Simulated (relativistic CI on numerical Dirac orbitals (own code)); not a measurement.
In⁵⁺: calculation against measurement

Computed by Dirac-Coulomb-Breit CI, KLI orbitals optimised for each configuration, a model potential for QED, valence Slater integrals scaled by 0.9, configuration energies shifted to the measured levels that pair with them (semi-empirical) (own radial code, finite nucleus).

Configuration list (outside the closed core [Ar] 3d10): 4s²4p⁶4d⁸, 4s²4p⁶4d⁷5s, 4s²4p⁶4d⁷5p, 4s²4p⁶4d⁶5s5p, 4s²4p⁶4d⁷4f, 4s²4p⁵4d⁹, 4s²4p⁶4d⁶4f², 4s²4p⁶4d⁷5d, 4s²4p⁶4d⁷6s, 4s²4p⁶4d⁶5s², 4s²4p⁶4d⁷6p, 4s²4p⁴4d¹⁰, 4s²4p⁶4d⁷5f, 4s²4p⁶4d⁷6d, 4s4p⁶4d⁹, 4s²4p⁶4d⁷5g, 4s²4p⁵4d⁸4f, 4s²4p⁶4d⁷6f, 4s²4p⁶4d⁶5p², 4s²4p⁶4d⁶5s5d, 4s²4p⁶4d⁶4f5s, 4s²4p⁵4d⁸5s, 4s²4p⁶4d⁶5p5d, 4s4p⁶4d⁸4f, 4p⁶4d¹⁰. Levels of other configurations are missing.

```csv
Configuration,Term (tabulated),J,Measured (cm⁻¹),Computed,Error,Purity (%)
4s²4p⁶4d⁸,3F,4,0.0,0,0,97
4s²4p⁶4d⁸,3F,3,6465.3,6342,-124,98
4s²4p⁶4d⁸,3F,2,8154.0,8033,-121,69
4s²4p⁶4d⁸,3P,0,20606.8,21350,744,94
4s²4p⁶4d⁸,3P,1,20649.2,21499,849,98
4s²4p⁶4d⁸,1G,4,25865.9,26664,798,97
4s²4p⁶4d⁸,1S,0,58627.3,56641,-1986,93
4s²4p⁶4d⁷5s,5F,5,201884.0,201272,-612,96
4s²4p⁶4d⁷5s,5F,4,205958.0,205243,-715,92
4s²4p⁶4d⁷5s,5F,3,209225.9,208427,-799,96
4s²4p⁶4d⁷5s,5F,2,211177.7,210381,-796,95
4s²4p⁶4d⁷5s,5F,1,212336.5,211556,-781,93
4s²4p⁶4d⁷5s,3F,4,214364.3,213786,-579,87
4s²4p⁶4d⁷5s,5P †,2,219005.8,220414,1408,58
4s²4p⁶4d⁷5s,5P †,3,219074.0,221096,2022,90
4s²4p⁶4d⁷5s,3F,3,220287.1,218868,-1420,85
4s²4p⁶4d⁷5s,5P,1,221971.3,223394,1423,77
4s²4p⁶4d⁷5s,3F,2,222582.1,222121,-461,75
4s²4p⁶4d⁷5s,3G,5,225122.4,225080,-43,81
4s²4p⁶4d⁷5s,3G,4,226765.2,226704,-61,63
4s²4p⁶4d⁷5s,3G,3,230497.2,230346,-151,95
4s²4p⁶4d⁷5s,3P,0,230738.1,232510,1771,100
4s²4p⁶4d⁷5s,3H,6,231741.8,231848,106,100
4s²4p⁶4d⁷5s,3H,5,233903.0,233974,71,75
4s²4p⁶4d⁷5s,3H,4,238975.3,238843,-132,62
4s²4p⁶4d⁷5s,3P,0,239157.9,240506,1348,100
4s²4p⁶4d⁷5s,1H,5,240989.6,240990,0,77
4s²4p⁶4d⁷5s,3F,2,245366.1,248355,2989,93
4s²4p⁶4d⁷5s,3F,3,246405.3,249068,2663,91
4s²4p⁶4d⁷5s,3F,4,248693.5,251175,2481,96
4s²4p⁶4d⁷5s,1F,3,253378.5,255860,2481,91
4s²4p⁶4d⁷5s,3D,1,269705.0,272726,3021,99
4s²4p⁶4d⁷5p,5F°,5,288303.7,288496,192,57
4s²4p⁶4d⁷5p,5F°,2,294997.7,295061,64,58
4s²4p⁶4d⁷5p,5F°,1,296786.5,296983,197,64
4s²4p⁶4d⁷5p,5G°,6,297392.4,297329,-64,94
4s²4p⁶4d⁷5p,5G°,5,304156.8,303956,-201,58
4s²4p⁶4d⁷5p,3G°,4,308184.9,308099,-86,68
```

Measured levels from measured levels as listed in Gamrath, thesis, University of Mons (2023); pairs were made by configuration, J and term (by order where the table uses no LS term), so strongly mixed levels may be paired wrongly.

Mean error by configuration (cm⁻¹): 4s²4p⁶4d⁸ 27; 4s²4p⁶4d⁷5s 513; 4s²4p⁶4d⁷5p 17. Over the excited levels the mean absolute error is 867 cm⁻¹ (37 of the 69 excited levels that our extract of the source holds in range could be paired, and the others can miss by more), and the median relative error of those above 1,000 cm⁻¹ is 0.37 %, both after the shifts were fitted to these levels, so that a configuration with one level shows no error. Some levels of the ground configuration have no partner. † marks terms whose computed intervals miss the measured ones by more than a factor of 2.5, or configurations far off the rest, from wrong mixing, a near crossing or a doubtful label or measurement; they are left out of the means.

Configurations whose levels could be paired with our table of measured levels were shifted onto them, all but the ground configuration, by the median error of their levels; single terms can still be off by 1,000 to 2,000 cm⁻¹ or more, and rates follow the energies as ν³ (E1, M1) or ν⁵ (E2). The others borrow a shift and can be off by several thousand cm⁻¹ or more. 37 of the 69 excited levels that our extract of the measured tables holds in this range could be paired (the sources list more); they are missed by 912 cm⁻¹ on average and 3021 at most, after the shifts were fitted to these levels, and levels without a partner can miss by more. Some levels of the ground configuration have no partner and can miss by 10 % or more.

Shifts applied (cm⁻¹): 4s²4p⁶4d⁸ 0; 4s²4p⁶4d⁷5s -23911; 4s²4p⁶4d⁷5p -20019.
